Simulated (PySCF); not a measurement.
**Radial density of Te³⁰⁺ (tellurium, charge +30)**

TPSSh, [Ar] 3d4, high-spin 5D determinant. All numbers are calculated (PySCF 2.14, no relativity, point nucleus, in an even-tempered Gaussian basis (17 s from 4.4 bohr⁻², ratio 2.5; 11 p from 5.7 bohr⁻², ratio 2.5; 8 d from 5.7 bohr⁻², ratio 2.5; 4 f from 22 bohr⁻², ratio 2.7; 3 g from 33 bohr⁻², ratio 2.7)).

```
r (bohr)  4πr²ρ (e/bohr)  4πr²(ρα − ρβ)
0.000400          0.1916         0.0000
0.000673          0.5270         0.0000
 0.00113           1.421        -0.0001
 0.00191           3.711        -0.0002
 0.00320           9.173        -0.0004
 0.00539           20.69        -0.0010
 0.00907           40.04        -0.0018
  0.0153           60.45        -0.0019
  0.0257           64.06         0.0087
  0.0431           57.86         0.1477
  0.0726           78.31         1.3944
   0.122           65.44         7.2739
   0.205           44.80        16.0304
   0.345           36.10         8.8797
   0.581           2.376         0.5222
   0.977        0.006683         0.0016
```

A non-relativistic calculation at this Z misses sizeable relativistic shifts. Spin-orbit coupling, absent here, splits the open shell strongly.
